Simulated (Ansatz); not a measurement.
CH4AlCl3O (`C[OH+][Al-]([Cl])([Cl])[Cl]`). Charge 0, multiplicity 1.

```xyz
10

C    -0.343    0.052    1.403
O    -0.120    0.674    0.122
Al    0.251   -0.323   -1.468
Cl    1.801   -1.610   -0.838
Cl    0.834    1.309   -2.668
Cl   -1.591   -1.263   -1.840
H    -0.796    0.781    2.073
H     0.595   -0.332    1.802
H    -1.036   -0.767    1.224
H     0.405    1.480    0.192
```

What are the harmonic wavenumbers in cm⁻¹ at PBE0-D4/def2-TZVP (Ansatz, finite differences of forces, unscaled)? (Best estimate.)

Computed: 52, 90, 120, 129, 138, 180, 202, 261, 377, 431, 492, 567, 592, 1028, 1106, 1183, 1359, 1475, 1490, 1497, 3080, 3176, 3192, 3824.

Is this a minimum?

Yes, all 24 modes are real.

Give the ideal-gas thermochemistry at 298.15 K and 1 bar (rigid rotor, harmonic oscillator; point group C1, symmetry number 1).

Zero-point energy 155.8 kJ/mol; H(298) − E = 182.8 kJ/mol; entropy 410.9 J/(mol·K), of which translation 172.6, rotation 124.5, vibration 113.8; G(298) − E = 60.3 kJ/mol. Modes under 100 cm⁻¹ are hindered rotations or soft bends, so the harmonic entropy is rough.

And at 400, 500, 600, 800 and 1000 K?


| T (K) | H − E (kJ/mol) | S (J/mol/K) | G − E (kJ/mol) |
| --- | --- | --- | --- |
| 400 | 196.7 | 450.7 | 16.4 |
| 500 | 211.6 | 483.9 | -30.4 |
| 600 | 227.5 | 513.0 | -80.3 |
| 800 | 261.9 | 562.4 | -188.0 |
| 1000 | 298.8 | 603.5 | -304.7 |

Rotational constants (cm⁻¹)?

0.04209, 0.03826, 0.03408.
